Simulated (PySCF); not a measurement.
# Computed properties of C4H6ClF, SMILES C[C@@H](F)/C=C\Cl

C4H6ClF, SMILES C[C@@H](F)/C=C\Cl. Geometry: TPSSh-D3(BJ)/def2-SVP. The structure was generated by enumeration; whether it is a known compound was not checked. Other conformers were not sampled. All values are computed for the isolated molecule unless a solvent is named; none is compared with measurement here.

**Structure.** All 30 harmonic modes at TPSSh-D3(BJ)/def2-SVP (PySCF) are real, so it is a minimum. With heavy atoms numbered as in [CH3:1][C@@H:2]([F:3])/[CH:4]=[CH:5]\[Cl:6], the shortest bond between them is C4–C5 at 1.335 Å and the longest C5–Cl6 at 1.744 Å.

**Vibrations.** The strongest infrared lines (harmonic, unscaled, degenerate partners summed) lie at 1089 cm⁻¹ (64 km/mol, C 49 %, H 41 %, F 9 %), 723 cm⁻¹ (46 km/mol, H 72 %, C 26 %), 1146 cm⁻¹ (39 km/mol, C 49 %, H 47 %). The softest mode is at 44 cm⁻¹ and the zero-point energy is 57.5 kcal/mol.

**Electronic structure.** M06-2X/def2-TZVP (PySCF) places the frontier levels at -8.78 and 0.42 eV, a gap of 9.20 eV, and gives a dipole moment of 1.38 D and a mean polarisability of 60.5 bohr³. PBE/def2-TZVP (PySCF) at the same geometry gives -6.38 and -1.45 eV, so its gap is 4.27 eV narrower. An orbital gap is neither the optical nor the fundamental gap.

**Excitations.** TDDFT-CAM-B3LYP/def2-SVPD (PySCF) has S1 at 6.70 eV (185 nm, f = 0.230, bright); the most intense of the 10 singlets computed lies at 6.70 eV (f = 0.23). T1 (TDA) is at 4.09 eV. TDDFT-PBE/def2-SVPD (PySCF) puts S1 at 6.00 eV. No vertical singlet excitation falls in the visible range (under 3.1 eV).

**NMR.** GIAO shifts at B3LYP/pcSseg-1 (PySCF) (non-relativistic, atoms alike by connectivity averaged): ¹³C from 24.7 to 147.5 ppm against TMS; ¹H from 1.7 to 6.5 ppm against TMS; ¹⁹F at -210.5 ppm against CFCl3. Without spin–orbit terms, shifts of atoms bonded to Cl or Br come out too high.

**Solvation.** SMD-ωB97X/def2-SVP (PySCF) gives -0.5 kcal/mol in water, -4.9 kcal/mol in chloroform, -4.0 kcal/mol in benzene (1 M in both phases, gas-phase geometry); of these solvents chloroform holds the molecule best.
